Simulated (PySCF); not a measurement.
InEt2(vinyl), C₆H₁₃In.
Z-matrix (Å and degrees, PBE0-D3(BJ)/def2-SVP geometry), rows numbered from 1:
```
In
C   1  2.1862
C   2  1.5270  1  113.72
H   2  1.1014  1  109.08  3  -124.34
H   2  1.1038  1  106.37  3   121.44
H   3  1.1041  2  111.99  1   176.37
H   3  1.1024  2  112.08  1   -63.80
H   3  1.1022  2  112.15  1    56.13
C   1  2.1824  2  125.79  3   116.63
C   9  1.5233  1  114.78  2  -179.13
H   9  1.1035  1  107.12  2    56.83
H   9  1.1039  1  106.75  2   -55.61
H  10  1.1043  9  112.26  1  -179.44
H  10  1.1021  9  112.05  1   -59.24
H  10  1.1020  9  111.91  1    60.39
C   1  2.1646  2  115.01  3   -62.92
C  16  1.3405  1  121.75  2    -6.60
H  16  1.0989  1  121.28  2   174.24
H  17  1.0976 16  122.23  1     0.66
H  17  1.0992 16  122.69  1  -179.26
```

Level of theory: PBE0-D3(BJ)/def2-SVP geometry optimisation, gas phase, def2 core potentials past Kr in PySCF 2.14.0.

Take the most abundant isotopes and a rigid rotor. The values belong to one conformer.

**Question.** What are A, B and C (MHz)?

**Answer.** Ia = 242.40, Ib = 438.08, Ic = 638.60 u·Å²; 505379 MHz·u·Å²/I gives A = 2085, B = 1154, C = 791.4 MHz.

**Question.** What kind of rotor is it?

**Answer.** An asymmetric top; Ray's κ = -0.440.

**Question.** What does the inertial defect say?

**Answer.** Not planar: Δ = Ic − Ia − Ib = -41.88 u·Å². For a rigid frame Δ = −2 Σ m c², so Σ m c² = 20.94 u·Å² lies off the ab plane: 9.96 from hydrogen and 10.98 from heavier atoms. The atom farthest from that plane is 1.62 Å away.

**Question.** Give the coordinates in the principal-axis frame, origin at the centre of mass.

**Answer.** The sense of each axis is arbitrary; atoms in the order of the calculation.
```csv
atom,mass (u),a (Å),b (Å),c (Å)
In1,114.904,-0.089,0.124,-0.095
C2,12.000,1.735,1.273,-0.457
C3,12.000,2.733,1.221,0.698
H4,1.008,1.464,2.313,-0.695
H5,1.008,2.190,0.855,-1.372
H6,1.008,3.669,1.756,0.460
H7,1.008,2.330,1.681,1.615
H8,1.008,3.012,0.187,0.960
C9,12.000,-2.107,0.944,0.046
C10,12.000,-3.196,-0.084,0.326
H11,1.008,-2.303,1.488,-0.894
H12,1.008,-2.081,1.718,0.832
H13,1.008,-4.199,0.373,0.379
H14,1.008,-3.241,-0.862,-0.454
H15,1.008,-3.032,-0.607,1.282
C16,12.000,0.204,-2.007,0.150
C17,12.000,1.399,-2.581,-0.047
H18,1.008,-0.627,-2.669,0.429
H19,1.008,2.288,-2.002,-0.330
H20,1.008,1.563,-3.663,0.062
```

**Question.** List the rotational levels J(Ka,Kc) to J = 3 (MHz).

**Answer.** Above 0(0,0):
J = 1: 1(0,1) 1945, 1(1,1) 2876, 1(1,0) 3239
J = 2: 2(0,2) 5748, 2(1,2) 6404, 2(1,1) 7491, 2(2,1) 10285, 2(2,0) 10371
J = 3: 3(0,3) 11265, 3(1,3) 11647, 3(1,2) 13807, 3(2,2) 16120, 3(2,1) 16525, 3(3,1) 21731, 3(3,0) 21744
Those of J = 1 are B + C, A + C and A + B.

**Question.** Predict some low-J microwave lines.

**Answer.** The dipole components are |μa| = 0.08 D, |μb| = 0.37 D, |μc| = 0.11 D. The squared components, which scale the intensities, stand as 0.05 : 1.00 : 0.09 (a : b : c). Some lines, for components of 0.1 D or more:

```json
{"type": "c", "branch": "Q", "J(Ka,Kc)": "2(1,2) ← 2(0,2)", "MHz": "656", "lower level (cm⁻¹)": "0.192"}
{"type": "c", "branch": "Q", "J(Ka,Kc)": "1(1,1) ← 1(0,1)", "MHz": "931", "lower level (cm⁻¹)": "0.065"}
{"type": "b", "branch": "Q", "J(Ka,Kc)": "1(1,0) ← 1(0,1)", "MHz": "1294", "lower level (cm⁻¹)": "0.065"}
{"type": "b", "branch": "Q", "J(Ka,Kc)": "2(1,1) ← 2(0,2)", "MHz": "1743", "lower level (cm⁻¹)": "0.192"}
{"type": "c", "branch": "Q", "J(Ka,Kc)": "2(2,1) ← 2(1,1)", "MHz": "2794", "lower level (cm⁻¹)": "0.250"}
{"type": "b", "branch": "R", "J(Ka,Kc)": "1(1,1) ← 0(0,0)", "MHz": "2876", "lower level (cm⁻¹)": "0.000"}
{"type": "b", "branch": "Q", "J(Ka,Kc)": "2(2,0) ← 2(1,1)", "MHz": "2881", "lower level (cm⁻¹)": "0.250"}
{"type": "c", "branch": "R", "J(Ka,Kc)": "1(1,0) ← 0(0,0)", "MHz": "3239", "lower level (cm⁻¹)": "0.000"}
{"type": "b", "branch": "Q", "J(Ka,Kc)": "2(2,1) ← 2(1,2)", "MHz": "3881", "lower level (cm⁻¹)": "0.214"}
{"type": "b", "branch": "R", "J(Ka,Kc)": "2(1,2) ← 1(0,1)", "MHz": "4459", "lower level (cm⁻¹)": "0.065"}
{"type": "c", "branch": "R", "J(Ka,Kc)": "2(1,1) ← 1(0,1)", "MHz": "5546", "lower level (cm⁻¹)": "0.065"}
{"type": "b", "branch": "R", "J(Ka,Kc)": "2(2,1) ← 1(1,0)", "MHz": "7046", "lower level (cm⁻¹)": "0.108"}
{"type": "c", "branch": "R", "J(Ka,Kc)": "2(2,0) ← 1(1,0)", "MHz": "7133", "lower level (cm⁻¹)": "0.108"}
{"type": "b", "branch": "R", "J(Ka,Kc)": "2(2,0) ← 1(1,1)", "MHz": "7495", "lower level (cm⁻¹)": "0.096"}
```

Atoms past krypton carry def2 core potentials. No frequency check. Zero-point vibration and centrifugal distortion are left out. A rigid rotor knows nothing of internal rotation, which can split or shift real lines.
